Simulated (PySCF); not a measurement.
An unknown shows these calculated signals:

¹H NMR (500 MHz, computed): δ 10.50 (m, 1H), 9.36 (m, 1H), 2.92 (s, 3H), 2.72 (q, 2H), 1.23 (t, 3H).

¹³C{¹H} NMR (computed): δ 188.2 (CH), 174.3 (CH), 159.0 (C), 143.5 (C), 34.1 (CH2), 28.3 (CH3), 18.9 (CH3).

Fast rotation and ring inversion assumed for equivalent nuclei, a single conformation, isolated molecule, relativity neglected. Shieldings: GIAO PBE0/pcSseg-1; coordinates at the GFN2-xTB level; PySCF 2.14.0 with density-fitted response routines.

Shifts are taken against calculated references (same method and geometry level): ¹H (31.72 ppm), ¹³C (186.93 ppm) against TMS.

Which of these does the molecule contain: a non-aromatic C=C double bond, a CH3CH2 unit, a tert-butyl group, a heteroaromatic ring, an OH group?

Answers


- A non-aromatic C=C double bond: no.
- A CH3CH2 unit: yes (δC 18.9, 34.1; δH 1.23 (t), 2.72 (q)).
- A tert-butyl group: no.
- A heteroaromatic ring: yes.
- An OH group: no.

The data belong to `CCc1cpcnc1C`, C7H10NP; they needn't prove each group on their own.

Carbon signals by region: 2 in the far downfield region (above 160 ppm), 2 in the sp2 and nitrile region (100–160 ppm), 3 below 50 ppm. Above 160 ppm: 188.2, aromatic CH next to a ring nitrogen, 174.3, aromatic CH.

Splittings by ³¹P in the carbon and heteronuclear signals aren't shown, as no couplings were computed. Shifts are as computed. Against solution values, carbons near 30 ppm lie about +3 ppm off and those near 130 ppm about +5 ppm. Of 1211 compounds with measured shifts, 218 miss one by over three times the rms of a fit or turn the order of signals round; such compounds aren't used in these exercises. No couplings were computed; multiplicities are counted from neighbouring protons, with m where these are inequivalent, close in shift, in a saturated or five-membered ring or joined by F or P, and br s for small geminal =CH2 splittings.
